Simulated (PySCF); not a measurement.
Two-component Hartree-Fock for S (sulfur, neutral)

Start: [Ne] 3s1 3p5; 3s1/2 filled at m_j = +1/2; 3p1/2 filled at m_j = -1/2, +1/2; 3p3/2 filled at m_j = -1/2, +1/2, +3/2. Calculated with PySCF 2.14 in x2c-TZVPall-2c with one added diffuse shell each of s, p type (6s7p2d1f, 44 functions): generalised Hartree-Fock with the X2C-1e Hamiltonian and a Gaussian nucleus; one run each with spin-orbit coupling (SO) switched off, then screened by Boettger's factors. This is a chosen level, not necessarily the ground level.

```tsv
spinor shell	electrons	ε, spin-free (eV)	ε, screened SO (eV)	weight of nominal j (screened SO)	rms radius, screened SO (bohr)
1s1/2	2	-2513.4	-2513.3	1.000	0.112
2s1/2	2	-248.09	-248.08	1.000	0.517
2p1/2	2	-183.92	-185.04	0.924	0.489
2p3/2	4	-183.92	-183.34	0.962	0.491
3s1/2	1	-28.704	-28.693	1.000	1.80
3p1/2	2	-11.921	-11.563	0.666	2.30
3p3/2	3	-11.921	-12.159	0.777	2.25
```

```csv
quantity,spin-free,screened SO
E (hartree),-398.15692,-398.15845
M_J,2,2
⟨J²⟩,6.050,6.050
⟨L²⟩,2.004,2.004
⟨S²⟩,2.047,2.045
```

Each row is a mean over spinors that exchange with the open shell spreads, by up to 5.223 eV (3p1/2).

Rows whose weight is well below 1 are mixtures of j = l ± 1/2: exchange outweighs spin-orbit coupling there, and the label is only the starting occupation.

⟨J²⟩ departs a little from M_J(M_J + 1) because the unrestricted spinors polarise the closed shells.

Without spin-orbit coupling the j labels of p, d and f shells carry no meaning; the spin-free column gives the mean over the occupied spinors of each nl shell.
